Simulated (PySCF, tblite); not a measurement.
Rigid-rotor lines calculated for a species of formula C7H5Cl2N (commonest isotopes; PBE0/pcSseg-1 in PySCF (dipole) on a GFN2-xTB geometry, gas phase), labelled J(Ka,Kc):

| transition | MHz |
| --- | --- |
| 2(1,1) ← 1(1,0) | 2740.7 |
| 2(1,2) ← 1(1,1) | 2373.4 |
| 1(1,1) ← 0(0,0) | 1533.1 |
| 1(0,1) ← 0(0,0) | 1278.5 |
| 2(0,2) ← 1(0,1) | 2487.6 |

Problem. Find the rotational constants.

Solution. 1(0,1) ← 0(0,0) is B + C, 2(1,1) ← 1(1,0) is 3B + C and 2(1,2) ← 1(1,1) is B + 3C, so B − C is half the difference of the last two, 183.6 MHz. 1(1,1) ← 0(0,0) is A + C. A = 985.7, B = 731.1, C = 547.5 MHz.

Problem. What moments of inertia, asymmetry and inertial defect follow?

Solution. I = 505379 MHz·u·Å² over each constant: Ia = 512.72, Ib = 691.27, Ic = 923.15 u·Å²; κ = (2B − A − C)/(A − C) = -0.162 (asymmetric top); Δ = Ic − Ia − Ib = -280.85 u·Å².

Problem. Which dipole components do these lines need?

Solution. μa and μb (a-type: ΔKa even, ΔKc odd; b-type: both odd). The calculation gives |μa| = 2.57 D, |μb| = 1.25 D, |μc| = 0.84 D.

Problem. Predict further lines from these constants: 2(2,1) ← 1(1,0); 2(1,1) ← 2(0,2); 2(0,2) ← 1(1,1); 2(1,1) ← 2(1,2); 2(2,1) ← 2(1,1); 1(1,0) ← 0(0,0); 2(2,0) ← 2(1,1); 2(2,0) ← 1(1,1); 2(1,1) ← 1(0,1).

Solution. 
```
     transition   MHz  type  branch
2(1,1) ← 2(1,2)   551     a       Q
2(1,1) ← 2(0,2)   691     b       Q
2(2,1) ← 2(1,1)   764     c       Q
2(2,0) ← 2(1,1)   833     b       Q
1(1,0) ← 0(0,0)  1717     c       R
2(0,2) ← 1(1,1)  2233     b       R
2(1,1) ← 1(0,1)  3179     c       R
2(2,1) ← 1(1,0)  3504     b       R
2(2,0) ← 1(1,1)  3758     b       R
```

Problem. Which structure gave them?

Solution. `C=C[C@]1(Cl)C(C#N)=C1CCl`, point group C1. Three constants can't fix a structure by themselves; this is the one that was computed:
```
atom  x, y, z in Å
C1    -2.300   -0.972   -1.084
C2    -1.247   -0.211   -0.840
C3    -0.444   -0.217    0.393
Cl4   -0.982   -1.362    1.652
C5     0.216    1.058    0.893
C6    -0.007    2.272    1.497
N7    -0.215    3.288    1.993
C8     1.006    0.124    0.400
C9     2.330   -0.355    0.032
Cl10   2.396   -0.511   -1.767
H11   -2.668   -1.683   -0.364
H12   -2.828   -0.907   -2.018
H13   -0.889    0.498   -1.575
H14    2.511   -1.353    0.437
H15    3.115    0.340    0.330
```

The values belong to one conformer (point group C1) with, in the numbering `[CH2:1]=[CH:2][C@:3]1([Cl:4])[C:5]([C:6]#[N:7])=[C:8]1[CH2:9][Cl:10]`, C1–C2–C3–Cl4 0°, C5–C8–C9–Cl10 -113°. Its GFN2-xTB frequencies are all real (lowest 22 cm⁻¹). Constants of a rigid frame at the computed geometry: no zero-point averaging, no centrifugal distortion. Quadrupole hyperfine structure (14N, 35Cl) is left out.
